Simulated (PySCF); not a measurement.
# Broadened absorption spectrum of C7H12O2

C7H12O2.
Z-matrix (Å and degrees, PBE0-D3(BJ)/def2-SVP geometry), rows numbered from 1:
```
C 
C   1  1.5014
O   2  1.2033  1  124.95
O   2  1.3401  1  111.40  3  -178.62
C   4  1.4241  2  116.98  1   178.07
C   5  1.5224  4  114.03  2    81.92
C   6  1.5253  5  101.95  4   162.79
C   7  1.5449  6  104.86  5   -37.33
C   5  1.5240  4  109.86  2  -161.80
H   1  1.0971  2  109.28  3   -35.12
H   1  1.1010  2  108.62  3    82.19
H   1  1.0966  2  111.62  3  -158.22
H   5  1.1025  4  108.26  2   -39.67
H   6  1.0987  5  112.77  4   -74.17
H   6  1.1039  5  108.33  4    45.69
H   7  1.0997  6  113.06  5  -160.92
H   7  1.1022  6  109.24  5    80.53
H   8  1.1003  7  111.11  6  -102.16
H   8  1.0999  7  111.23  6   139.69
H   9  1.1013  5  107.61  4   -36.20
H   9  1.0995  5  112.43  4    81.39
```

Computed, not measured: PySCF 2.14.0, density-fitted response routines, TDDFT CAM-B3LYP/def2-SVPD, vertical, gas phase, core orbitals frozen in the response.

Computed states:

```csv
state,E (eV),f
S1,5.93,0.0011
S2,7.79,0.018
S3,8.01,0.175
S4,8.35,0.0034
S5,8.56,0.0002
S6,8.60,0.0011
S7,8.71,0.0044
S8,8.78,0.0011
S9,8.91,0.0073
S10,9.06,0.013
```

Each state is given a Gaussian of 0.25 eV full width at half maximum, with ε(max) = 2.175×10⁸ f / Δν̃ (Δν̃ the width in cm⁻¹). The width is an assumption, not a result. The curve ends short of the highest state used, and states not computed would add to its high-energy end.

(1) What does the envelope look like, and where are its maxima?

(2) Coming from long wavelengths, where does ε first pass 100 L mol⁻¹ cm⁻¹?

Answers

(1) 
| λ (nm) | ε (L mol⁻¹ cm⁻¹) |
| --- | --- |
| 146.6 | 309 |
| 149.3 | 719 |
| 151.9 | 6632 |
| 154.5 | 18785 |
| 157.2 | 11111 |
| 159.8 | 3059 |
| 162.4 | 726 |
| 165.1 | 64 |
| 167.7 | 2 |
| 170.3 | 0 |
| 173.0 | 0 |
| 175.6 | 0 |
| 178.3 | 0 |
| 180.9 | 0 |
| 183.5 | 0 |
| 186.2 | 0 |
| 188.8 | 0 |
| 191.4 | 0 |
| 194.1 | 0 |
| 196.7 | 0 |
| 199.3 | 3 |
| 202.0 | 18 |
| 204.6 | 56 |
| 207.2 | 102 |
| 209.9 | 111 |
| 212.5 | 74 |
| 215.1 | 32 |
| 217.8 | 9 |
| 220.4 | 2 |
| 223.0 | 0 |

Maxima: 209 nm (5.93 eV), ε about 110, made up of S1 (100%); 155 nm (8.01 eV), ε about 19000, made up of S3 (99%) (ε in L mol⁻¹ cm⁻¹; maxima over ε = 5, shares over 10%).

(2) At about 211 nm (5.88 eV), 0.05 eV below S1.

All these states lie below the vertical ionisation energy of 10.26 eV (ΔSCF).

Hardware: one thread, Arm Neoverse V1, on a shared host. Cost: 11 min of wall time.

One conformer stands for the species.
